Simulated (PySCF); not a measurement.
Radial density of Hf⁵³⁺ (hafnium, charge +53)

UHF, [Ar] 3d1, 2D determinant. All numbers are calculated (PySCF 2.14, the spin-free X2C one-electron Hamiltonian (Gaussian nucleus), in an even-tempered Gaussian basis (17 s from 13 bohr⁻², ratio 2.5; 12 p from 17 bohr⁻², ratio 2.5; 7 d from 17 bohr⁻², ratio 2.5; 4 f from 58 bohr⁻², ratio 2.7; 3 g from 86 bohr⁻², ratio 2.7)).

| r (bohr) | 4πr²ρ (e/bohr) | 4πr²(ρα − ρβ) |
| --- | --- | --- |
| 0.0149 | 97.71 | 0.0021 |
| 0.0251 | 85.79 | 0.0359 |
| 0.0422 | 112.1 | 0.3548 |
| 0.0710 | 106.2 | 2.1313 |
| 0.119 | 51.27 | 5.8958 |
| 0.201 | 54.94 | 4.5257 |
| 0.338 | 6.142 | 0.3938 |
| 0.568 | 0.02420 | 0.0019 |

Densities and radii are taken from the X2C orbitals without a picture-change correction, which distorts them close to the nucleus.

Spin-orbit coupling, absent here, splits the open shell strongly.
